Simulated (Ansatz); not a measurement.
`CC([SiH3])BCl` + H₂ → `CC[SiH3]` + `BCl`  (hydrogenolysis of a C–B bond)

Gas-phase electronic energies from Ansatz, PBE0-D4/def2-TZVP geometries. CBS: MP2 limit from def2 TZ/QZ plus the TZ coupled-cluster correction, frozen cores. This one scheme is used for every species. Functionals use def2-TZVPP. B3LYP here is the variant with VWN-RPA as its local correlation; programs differ in this. One conformer a species, not always the lowest.

`CC([SiH3])BCl`:

Z-matrix (Å, degrees):
```
C
C 1 1.533
H 1 1.093 2 111.1
H 1 1.093 2 111.2 3 119.4
H 1 1.093 2 111.9 3 -120.2
Si 2 1.902 1 109.0 3 175.0
B 2 1.536 1 115.4 3 -66.8
H 2 1.097 1 112.0 3 61.6
H 6 1.487 2 107.7 1 -52.1
H 6 1.484 2 111.4 1 -172.4
H 6 1.487 2 110.3 1 66.1
Cl 7 1.755 2 121.2 1 155.8
H 7 1.195 2 122.6 1 -27.4
```

H₂:

Cartesian coordinates in Å:
```
H -0.009 0.115 -0.355
H 0.009 -0.115 0.355
```

`CC[SiH3]`:

Cartesian coordinates in Å:
```
C 0.481 1.288 -0.357
C -0.621 0.237 -0.259
Si -0.046 -1.376 0.509
H 0.115 2.214 -0.808
H 1.317 0.935 -0.966
H 0.881 1.539 0.629
H -1.028 0.015 -1.252
H -1.461 0.616 0.333
H 0.463 -1.140 1.889
H 1.059 -1.968 -0.295
H -1.159 -2.362 0.578
```

`BCl`:

```xyz
4

B    -0.150   -0.019    0.024
Cl    1.549    0.194   -0.244
H    -0.749   -0.732   -0.717
H    -0.651    0.557    0.937
```

| level | ΔE (kcal/mol) |
| --- | --- |
| PBE0-D4 | 1.6 |
| B3LYP-D4 | 0.5 |

**Question.** What does CCSD(T)/CBS give? (Best estimate.)

**Answer.** The calculation gave: +1.2 kcal/mol. The listed levels differ from it by 0.4, -0.7 kcal/mol.

Largest T1 diagnostic among the species: 0.012.

From PBE to PBE0 (25 % exact exchange), in def2-TZVPP and without D4, ΔE moves by −0.9 kcal/mol. The D4 term adds +3.5 kcal/mol with B3LYP and +2.0 kcal/mol with PBE0; it sums over pairs of atoms, weighted by their polarisabilities, and B3LYP, whose exchange is more repulsive, gets the larger term.
